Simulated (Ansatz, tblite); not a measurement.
Cost and result up the ladder for [Cu(OH)2]- (CuO2H2⁻) (5 atoms). Total charge -1; singlet. Geometry: r2SCAN-D4/def2-TZVPD.

```tsv
atom	x (Å)	y (Å)	z (Å)
Cu1	-0.014	-0.208	0.010
O2	1.593	-0.345	0.855
H3	1.612	0.347	1.527
O4	-1.631	-0.206	-0.827
H5	-1.560	0.412	-1.565
```

Ansatz on 4 threads of Arm Neoverse V2 on a shared host; xTB runs through tblite on one thread. Times are rough, summed over both states, and most runs start from the orbitals of an earlier one. No level here is sound enough to serve as a yardstick. The other state is a triplet.

The xTB rows come from tblite. HOMO above LUMO, or a gap near zero within one spin, warns that the state may not be the lowest or that an electron is smeared out.

xTB has no spin-polarisation term.

```json
{"level": "GFN1-xTB", "functions": "21", "wall time": "0.004 s"}
{"level": "GFN2-xTB", "functions": "19", "wall time": "0.005 s"}
{"level": "PBE-D4/def2-TZVPD", "functions": "146", "wall time": "3 s"}
{"level": "r2SCAN-D4/def2-TZVPD (with forces)", "functions": "146", "wall time": "11 s"}
```

Task: Estimate what each level gives for the vertical triplet (eV).

Result: 
```
                             level  vertical triplet (eV)                                                                                        remarks
                          GFN1-xTB                   6.30                                                                                              –
                          GFN2-xTB                   6.17                                                                                              –
                 PBE-D4/def2-TZVPD                   2.97  HOMO above zero (singlet), HOMO above zero (triplet), gap within one spin near zero (triplet)
r2SCAN-D4/def2-TZVPD (with forces)                   3.00  HOMO above zero (singlet), HOMO above zero (triplet), restricted SCF unstable in HF (singlet)
```
